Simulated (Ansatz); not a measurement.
1-chloro-1-fluorobuta-1,2-diene (C₄H₄ClF), SMILES CC=C=C(F)Cl.

Geometry optimised at B3LYP-D3(BJ)/def2-SVP.

Two levels are set side by side: PBE/def2-SVPD (Ansatz, a quantum-chemistry and plane-wave program) and CAM-B3LYP/def2-SVPD (Ansatz). Energy differences of separate SCF runs at the same geometry; the states with an electron removed or added have multiplicity 2 and 2. Differences are taken from unrounded values.

```json
[
 {"quantity": "vertical ionisation energy (eV)", "PBE": "9.15"},
 {"quantity": "vertical singlet–triplet gap (eV)", "PBE": "3.99"}
]
```

These are the PBE values. What does CAM-B3LYP give? (The exact figures need the calculation; the answer reports its results.)


```json
[
 {"quantity": "vertical ionisation energy (eV)", "CAM-B3LYP": "9.50", "PBE minus CAM-B3LYP": "-0.34"},
 {"quantity": "vertical singlet–triplet gap (eV)", "CAM-B3LYP": "4.18", "PBE minus CAM-B3LYP": "-0.19"}
]
```
